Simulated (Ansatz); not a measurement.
CH5FSi2 from Hartree–Fock to CCSD(T)

Cartesian coordinates in Å:
```
F 2.391 -0.446 -0.866
Si 1.650 0.993 -0.794
C 0.380 0.601 0.536
Si -1.015 -0.469 -0.140
H -1.403 -0.001 -1.501
H -0.054 1.535 0.909
H 0.840 0.057 1.370
H -0.570 -1.881 -0.243
H -2.218 -0.390 0.729
```

Total charge 0; spin multiplicity 1. The bonds changed during the relaxation, so this is another structure than the one it started from. Geometry: relaxed with PBE0-D4/def2-TZVP. Frozen core, restricted reference, Ansatz 0.2.0. CBS rows extrapolate triple and quadruple zeta; past MP2 they add the triple-zeta difference.

```
     basis     HF (Eh)  MP2 corr.  CCSD corr.       (T)  CCSD(T) total
  def2-SVP  -717.80562   -0.50958    -0.55924  -0.01387     -718.37873
def2-TZVPP  -718.18851   -0.65289    -0.69730  -0.02486     -718.91067
def2-QZVPP  -718.21330   -0.70549           –         –              –
 CBS(def2)  -718.21672   -0.74445    -0.78886     as TZ     -719.03044
```
